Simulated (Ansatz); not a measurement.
# Energy on a grid of two coordinates

GeH3SeF (SMILES [F][GeH2][SeH]), closed shell, PBE0-D4/def2-TZVP minimum:

```
6
angstrom
F -1.8429 -0.4245 0.0681
Ge -0.2831 0.1116 -0.4904
Se 1.0522 0.6722 1.3376
H 0.2884 -1.0720 -1.2770
H -0.5342 1.3838 -1.3050
H 1.3616 -0.7353 1.6204
```

Rows set the angle F1–Ge2–Se3 (°; 109.6 at the minimum), columns the dihedral angle F1–Ge2–Se3–H6 (°; 78.9), set in this order; the parts move rigidly, in a bend the first-named atom's side turns in the plane, and in a torsion the whole end group turns. CCSD(T) energies count from the value at that structure, in kJ/mol. Program: Ansatz 0.2.0. Basis: def2-TZVPP. Cores are frozen in the correlated methods. Filled d shells of the heavier atoms are correlated. The def2 sets are not built for correlating such inner shells, so the correlated values are less sure here.

| F1–Ge2–Se3 \ F1–Ge2–Se3–H6 | -179.9 | -119.9 | -59.9 | 0.1 | 60.1 | 120.1 |
| --- | --- | --- | --- | --- | --- | --- |
| 85.6 | ? | 51.3 | 52.8 | 55.2 | 51.3 | 51.5 |
| 97.6 | 13.9 | 13.9 | 13.7 | ? | 12.1 | 14.1 |
| 109.6 | 11.3 | 4.5 | 2.9 | 11.3 | 1.3 | 4.7 |
| 121.6 | 29.2 | 16.9 | 14.0 | 25.9 | 12.5 | 17.2 |
| 133.6 | 65.7 | 48.6 | 44.4 | ? | 43.0 | 48.8 |

(1) Fill in the withheld cells. (To be estimated.)

No T1 diagnostic of these runs exceeds 0.012.

Answers

(1) Computed: (85.6, -179.9): 41.8; (97.6, 0.1): 18.4; (133.6, 0.1): 59.8 kJ/mol. These count from the CCSD(T) energy at the PBE0-D4 minimum.

The same grid for a cheaper method: MP2 − CCSD(T), both counted from the minimum, in kJ/mol:
```json
{"F1–Ge2–Se3 \\ F1–Ge2–Se3–H6": "85.6", "-179.9": "-0.1", "-119.9": "-0.2", "-59.9": "0.2", "0.1": "0.3", "60.1": "0.2", "120.1": "-0.3"}
{"F1–Ge2–Se3 \\ F1–Ge2–Se3–H6": "97.6", "-179.9": "-0.1", "-119.9": "-0.1", "-59.9": "0.0", "0.1": "0.0", "60.1": "0.0", "120.1": "-0.2"}
{"F1–Ge2–Se3 \\ F1–Ge2–Se3–H6": "109.6", "-179.9": "0.2", "-119.9": "0.2", "-59.9": "0.1", "0.1": "-0.1", "60.1": "0.0", "120.1": "0.1"}
{"F1–Ge2–Se3 \\ F1–Ge2–Se3–H6": "121.6", "-179.9": "0.6", "-119.9": "0.5", "-59.9": "0.3", "0.1": "0.0", "60.1": "0.2", "120.1": "0.5"}
{"F1–Ge2–Se3 \\ F1–Ge2–Se3–H6": "133.6", "-179.9": "1.1", "-119.9": "1.1", "-59.9": "0.7", "0.1": "0.3", "60.1": "0.6", "120.1": "1.0"}
```

For scale, one of the runs: CCSD(T)/def2-TZVPP, 169 basis functions (an equivalent command: `ansatz run in.yaml --threads 4`). The run took 38 s on 4 CPU threads (shared host), with 1.6 GiB of host memory at its peak.
